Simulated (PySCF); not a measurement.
C₃H₁₀FNSi, SMILES CN(C)C[SiH2]F.

Geometry: B3LYP-D3(BJ)/def2-SVP. The structure was generated by enumeration, and PubChem lists no compound with its InChIKey, so it may never have been made. Other conformers were not sampled.

Calculation: TDA-PBE/def2-SVPD in PySCF.

Vertical excitations. The molecule is in vacuum.

```tsv
state	energy (eV)	λ (nm)	f	main pairs
S1	4.49	276	0.003	HOMO→LUMO 99 %
S2	4.93	252	0.028	HOMO→LUMO+1 98 %
S3	5.51	225	0.019	HOMO→LUMO+2 99 %
S4	5.75	216	0.004	HOMO→LUMO+3 95 %
S5	5.86	212	0.029	HOMO→LUMO+4 87 %
S6	6.07	204	0.011	HOMO→LUMO+5 90 %
T1	4.42	281	0	HOMO→LUMO 100 %
T2	4.76	261	0	HOMO→LUMO+1 99 %
```
Triplets are in the Tamm–Dancoff approximation.
